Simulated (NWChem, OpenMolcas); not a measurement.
# NWChem → OpenMolcas

This NWChem 7.3.0 job computes triplet CHBrF2:

chbrf2.xyz:
```
5
CHBrF2 energy
F      0.174340    -0.623850     1.201130
C      0.141760     0.019230     0.034970
F      0.707870    -0.753840    -0.890480
Br    -1.695370     0.389750    -0.456680
H      0.671400     0.968700     0.111060
```

run.py:
```python
from ase.io import read
from ase.calculators.nwchem import NWChem

molecule = read('chbrf2.xyz')

calc = NWChem(
    label='chbrf2',
    theory='dft',
    memory='2200 mb',
    basis='aug-cc-pVDZ',
    basispar='spherical bse',
    dft={'xc': 'm06-2x', 'mult': '3', 'grid': 'fine', 'convergence': 'energy 1e-08', 'iterations': '100', 'mulliken': None},
    task='energy',
)
molecule.calc = calc

print(f"energy = {molecule.get_potential_energy():.6f} eV")
```

```bash
$ export ASE_NWCHEM_COMMAND="nwchem PREFIX.nwi > PREFIX.nwo"
$ python run.py
```

Geometry: relaxed at PBE0-D4/def2-TZVP. That shape belongs to the parent species and isn't relaxed for this state.

It gives a total energy of -2812.291595 Eh.

Problem. Translate the job to OpenMolcas 26.06 as an input file of the program's own.

Solution. For example:

run.inp:
```
&GATEWAY
 BasLib = $CurrDir
 Coord
 5
 angstrom
 F        0.174340      -0.623850       1.201130
 C        0.141760       0.019230       0.034970
 F        0.707870      -0.753840      -0.890480
 Br      -1.695370       0.389750      -0.456680
 H        0.671400       0.968700       0.111060
 Basis = aug-cc-pVDZ
 Group = NoSym

&SEWARD
 GridInput
 Grid=UltraFine
 End of Grid

&SCF
 UHF
 Spin = 3
 KSDFT = M062X
 Thresholds = 1e-10 1e-07 1e-07 1e-05
 PrOrbitals = 1 2
```

```bash
$ export MOLCAS_MEM=1860
$ pymolcas run.inp > run.log
```

(Basis files named in the input come from the Basis Set Exchange and aren't shown.)

Its energy is -2812.291635 Eh, 0.040 mEh from the first; the programs' integration grids differ.
